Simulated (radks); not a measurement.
Question: The aluminium ion Al7+ is in [He] 2s2 2p2. Calculated with a radial shooting solver on a logarithmic mesh with Libxc functionals: scalar-relativistic Kohn-Sham, BLYP, spin-polarised, spherical densities, finite nucleus; Fermi nuclear charge, rms radius of each element as measured or else 0.836 A^(1/3) + 0.57 fm. Open shells are filled with parallel spins first. One electron is removed from 2p, 1s, 2s in turn, with full relaxation. Which removal costs least, and what does each cost?

Answer: 2p 286.04 eV; 2s 303.14 eV; 1s 1818.8 eV. The 2p electron leaves first.
